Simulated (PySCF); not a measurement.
## trifluoroacetic acid: proton affinities at several levels

Structure: `O=C(O)C(F)(F)F` (C2HF3O2). Non-hydrogen atoms are numbered in `[O:1]=[C:2]([OH:3])[C:4]([F:5])([F:6])[F:7]`.

All levels share the PBE0-D3(BJ)/def2-SVP structures and the GFN2-xTB thermal terms; only the single-point energies (PySCF) change. Values are proton affinities (298 K, kJ/mol).

Measured (NIST Chemistry WebBook): proton affinity (−ΔH) 712 kJ/mol.

```csv
level,O1,O3,time
PBE0-D3(BJ)/6-31G,676,622,4.7 s
PBE0-D3(BJ)/6-31+G*,697,601,12 s
PBE0-D3(BJ)/pcseg-1,701,604,8.1 s
PBE0-D3(BJ)/ma-def2-SVP,706,608,12 s
ωB97M-D3(BJ)/def2-TZVP (grid 3),712,622,63 s
B3LYP-D3(BJ)/def2-TZVP,716,627,28 s
PBE0-D3(BJ)/def2-SVPD,717,616,17 s
PBE0-D3(BJ)/ma-def2-TZVP,720,622,34 s
BP86-D3(BJ)/def2-TZVP,720,636,60 s
PBE0-D3(BJ)/def2-TZVP,723,624,–
HF/def2-TZVP,729,614,10 s
PBE0-D3(BJ)/def2-SVP,729,630,8 s
PBE0-D3(BJ)/cc-pVDZ,735,636,8.9 s
```

Times are wall times for all single points of a level on 1 thread of Arm Neoverse V1, a shared host; the dash marks the run that also made the structures. BP86 ran on a slower path of this set-up, which computes the density-fitting integrals anew in every SCF cycle while the other levels store them. So the times needn't show the usual order of cost, and those levels read slower than they are.

Hartree-Fock leaves out electron correlation, so its proton affinities can be off by tens of kJ/mol.

The widest spread is that of O1: 59 kJ/mol, from 676 to 735.
